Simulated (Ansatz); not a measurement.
A CCSD(T) single point on `C[O][Ti]([Cl])([O]C)[O]C`.

```yaml
crystal:
  periodic: [false, false, false]
  atoms:
    - {symbol: C, position_ang: [0.888371, 0.381940, 2.651839]}
    - {symbol: O, position_ang: [1.076715, 0.066690, 1.307872]}
    - {symbol: Ti, position_ang: [0.482665, -0.735761, -0.151932]}
    - {symbol: Cl, position_ang: [1.692571, -2.580088, -0.538797]}
    - {symbol: O, position_ang: [0.626419, 0.366562, -1.527505]}
    - {symbol: C, position_ang: [1.148269, 1.544329, -2.058177]}
    - {symbol: O, position_ang: [-1.215325, -1.177343, 0.071195]}
    - {symbol: C, position_ang: [-2.512742, -1.206693, -0.435714]}
    - {symbol: H, position_ang: [1.615710, -0.159195, 3.264616]}
    - {symbol: H, position_ang: [1.033368, 1.455707, 2.805710]}
    - {symbol: H, position_ang: [-0.120288, 0.111299, 2.981616]}
    - {symbol: H, position_ang: [1.629862, 2.146465, -1.280428]}
    - {symbol: H, position_ang: [1.888609, 1.307332, -2.828298]}
    - {symbol: H, position_ang: [0.346966, 2.133664, -2.514585]}
    - {symbol: H, position_ang: [-2.589450, -0.615208, -1.354225]}
    - {symbol: H, position_ang: [-3.210068, -0.801202, 0.303881]}
    - {symbol: H, position_ang: [-2.800754, -2.238899, -0.656969]}
basis:
  gaussian: {orbitals: def2-TZVPP}
correlation: {method: ccsd_t}
output: {orbitals: {seedname: orbitals}}
```

```sh
$ ansatz run in.yaml --threads 4 --pin off --events-out ev --progress --plain --max-ram 66560MiB --backend cuda --devices 0, --max-vram 37GiB
```

Log, shortened:

```
Functional definition: HF
2574 factors; integrals over basis functions are off by at most 1.1e-3 eV
mean field evaluation 1: about -44935.1333 eV, gradient 7.1e1 eV
mean field evaluation 2: about -44935.5387 eV, gradient 7.1e1 eV
mean field evaluation 4: about -44944.7202 eV, gradient 9.2e0 eV
mean field evaluation 8: about -44944.9432 eV, gradient 8.7e-1 eV
mean field evaluation 16: about -44944.9459 eV, gradient 2.3e-6 eV
mean field -44944.94585821 eV, -1651.6962955106 hartree, gradient 2.3e-6 eV, S^2 0.000000; 0 other end points of the search recorded, 0 dependent functions left out
16 core orbitals not correlated: weight in the atoms' cores, before any rotation towards them, 1.000 or more for the frozen orbitals, at most 0.000 for the correlated occupied ones
reference -44944.94585821 eV, -1651.6962955106 hartree; 29, 29 occupied and 373, 373 virtual orbitals, 2574 factors
second order -50.68370410 eV of doubles, -0.00000000 eV of singles
cycle   1  -49.63303333 eV  change     1.1e0 eV  update   2.9e-1
cycle   2  -51.28908063 eV  change    -1.7e0 eV  update   2.0e-1
cycle   3  -51.80868672 eV  change   -5.2e-1 eV  update   6.6e-2
cycle   4  -51.83917161 eV  change   -3.0e-2 eV  update   2.5e-2
cycle   5  -51.80745726 eV  change    3.2e-2 eV  update   9.7e-3
cycle   6  -51.80208258 eV  change    5.4e-3 eV  update   4.0e-3
cycle   7  -51.80433062 eV  change   -2.2e-3 eV  update   1.9e-3
cycle   8  -51.80385167 eV  change    4.8e-4 eV  update   7.2e-4
cycle   9  -51.80392503 eV  change   -7.3e-5 eV  update   3.7e-4
cycle  10  -51.80462264 eV  change   -7.0e-4 eV  update   1.5e-4
cycle  11  -51.80439732 eV  change    2.3e-4 eV  update   9.7e-5
cycle  12  -51.80423296 eV  change    1.6e-4 eV  update   4.3e-5
cycle  13  -51.80430845 eV  change   -7.5e-5 eV  update   1.9e-5
cycle  14  -51.80426363 eV  change    4.5e-5 eV  update   9.1e-6
perturbative correction -2.51695460 eV, -0.0924963757 hartree
Total energy: -44999.26707644 eV, -1653.6925634604 hartree
```

Hardware: 4 threads of an AMD EPYC 7R13 on a shared host and a share of an NVIDIA H100 80 GB. Wall time 64 s, peak host memory 0.9 GiB.

MP2 recovers 93.3 % of the CCSD(T) correlation energy and the triples give 4.6 %; T1 = 0.0223.
